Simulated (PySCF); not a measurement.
1-chloronaphthalene, C10H7Cl.
SMILES: `ClC1=CC=CC2=CC=CC=C12`

Level of theory: PBE0/pcSseg-1 in PySCF (dipole) on a GFN2-xTB geometry, gas phase.

Masses are those of the commonest isotopes; rigid-rotor values at the optimised geometry. 

Problem. What are A, B and C (MHz)?

Solution. Ia = 327.58, Ib = 545.44, Ic = 873.02 u·Å²; 505379 MHz·u·Å²/I gives A = 1543, B = 926.6, C = 578.9 MHz.

Problem. Classify the top.

Solution. An asymmetric top: κ = (2 × 926.6 − 1543 − 578.9)/(1543 − 578.9) = -0.28.

Problem. What does the inertial defect say?

Solution. Planar: Δ = Ic − Ia − Ib = 0.00 u·Å². For a rigid frame Δ = −2 Σ m c², so it vanishes when all atoms lie in the ab plane; here none is more than 0.01 Å from it.

Problem. Where do the levels up to J = 2 lie, in MHz?

Solution. Above 0(0,0):
J = 1: 1(0,1) 1505, 1(1,1) 2122, 1(1,0) 2469
J = 2: 2(0,2) 4405, 2(1,2) 4785, 2(1,1) 5828, 2(2,1) 7676, 2(2,0) 7787
The levels of one J sum to (2J + 1)J(J + 1)(A + B + C)/3.

Problem. Predict some low-J microwave lines.

Solution. The dipole components are |μa| = 1.33 D, |μb| = 1.00 D, |μc| = 0.00 D; the mirror of this Cs structure is the ab plane, so μc vanishes by symmetry and there are no c-type lines. The squared components, which scale the intensities, stand as 1.00 : 0.57 (a : b). Some lines, for components of 0.1 D or more:

```json
{"type": "a", "branch": "Q", "J(Ka,Kc)": "2(1,1) ← 2(1,2)", "MHz": "1043", "lower level (cm⁻¹)": "0.160"}
{"type": "b", "branch": "Q", "J(Ka,Kc)": "3(2,1) ← 3(1,2)", "MHz": "1908", "lower level (cm⁻¹)": "0.360"}
{"type": "b", "branch": "Q", "J(Ka,Kc)": "2(2,0) ← 2(1,1)", "MHz": "1959", "lower level (cm⁻¹)": "0.194"}
{"type": "a", "branch": "Q", "J(Ka,Kc)": "3(1,2) ← 3(1,3)", "MHz": "2063", "lower level (cm⁻¹)": "0.291"}
{"type": "b", "branch": "R", "J(Ka,Kc)": "1(1,1) ← 0(0,0)", "MHz": "2122", "lower level (cm⁻¹)": "0.000"}
{"type": "b", "branch": "Q", "J(Ka,Kc)": "3(1,2) ← 3(0,3)", "MHz": "2244", "lower level (cm⁻¹)": "0.285"}
{"type": "a", "branch": "R", "J(Ka,Kc)": "2(1,2) ← 1(1,1)", "MHz": "2663", "lower level (cm⁻¹)": "0.071"}
{"type": "b", "branch": "Q", "J(Ka,Kc)": "4(3,1) ← 4(2,2)", "MHz": "3176", "lower level (cm⁻¹)": "0.646"}
{"type": "b", "branch": "R", "J(Ka,Kc)": "2(1,2) ← 1(0,1)", "MHz": "3279", "lower level (cm⁻¹)": "0.050"}
{"type": "a", "branch": "R", "J(Ka,Kc)": "2(1,1) ← 1(1,0)", "MHz": "3359", "lower level (cm⁻¹)": "0.082"}
{"type": "b", "branch": "Q", "J(Ka,Kc)": "3(2,2) ← 3(1,3)", "MHz": "3474", "lower level (cm⁻¹)": "0.291"}
{"type": "b", "branch": "Q", "J(Ka,Kc)": "3(3,1) ← 3(2,2)", "MHz": "4011", "lower level (cm⁻¹)": "0.407"}
{"type": "b", "branch": "R", "J(Ka,Kc)": "3(1,3) ← 2(0,2)", "MHz": "4313", "lower level (cm⁻¹)": "0.147"}
{"type": "a", "branch": "R", "J(Ka,Kc)": "3(2,1) ← 2(2,0)", "MHz": "4901", "lower level (cm⁻¹)": "0.260"}
{"type": "a", "branch": "R", "J(Ka,Kc)": "3(1,2) ← 2(1,1)", "MHz": "4953", "lower level (cm⁻¹)": "0.194"}
{"type": "b", "branch": "R", "J(Ka,Kc)": "4(1,3) ← 3(2,2)", "MHz": "5007", "lower level (cm⁻¹)": "0.407"}
{"type": "b", "branch": "R", "J(Ka,Kc)": "2(2,1) ← 1(1,0)", "MHz": "5207", "lower level (cm⁻¹)": "0.082"}
{"type": "a", "branch": "R", "J(Ka,Kc)": "4(0,4) ← 3(0,3)", "MHz": "5267", "lower level (cm⁻¹)": "0.285"}
{"type": "b", "branch": "R", "J(Ka,Kc)": "4(1,4) ← 3(0,3)", "MHz": "5340", "lower level (cm⁻¹)": "0.285"}
{"type": "a", "branch": "R", "J(Ka,Kc)": "4(2,3) ← 3(2,2)", "MHz": "5933", "lower level (cm⁻¹)": "0.407"}
{"type": "a", "branch": "R", "J(Ka,Kc)": "4(3,2) ← 3(3,1)", "MHz": "6190", "lower level (cm⁻¹)": "0.541"}
{"type": "b", "branch": "R", "J(Ka,Kc)": "3(2,2) ← 2(1,1)", "MHz": "6365", "lower level (cm⁻¹)": "0.194"}
{"type": "a", "branch": "R", "J(Ka,Kc)": "4(2,2) ← 3(2,1)", "MHz": "6684", "lower level (cm⁻¹)": "0.423"}
{"type": "b", "branch": "R", "J(Ka,Kc)": "3(2,1) ← 2(1,2)", "MHz": "7904", "lower level (cm⁻¹)": "0.160"}
{"type": "b", "branch": "R", "J(Ka,Kc)": "4(3,1) ← 3(2,2)", "MHz": "10355", "lower level (cm⁻¹)": "0.407"}
{"type": "b", "branch": "R", "J(Ka,Kc)": "4(2,2) ← 3(1,3)", "MHz": "10654", "lower level (cm⁻¹)": "0.291"}
```

GFN2-xTB frequencies: not computed here. Zero-point vibration and centrifugal distortion are left out. Quadrupole hyperfine structure (35Cl) is left out.

Hardware: one thread of an x86-64 server, on a shared host. Cost: 48 s wall. This is the PBE0/pcSseg-1 job that gave the dipole, with the shieldings it also computed.
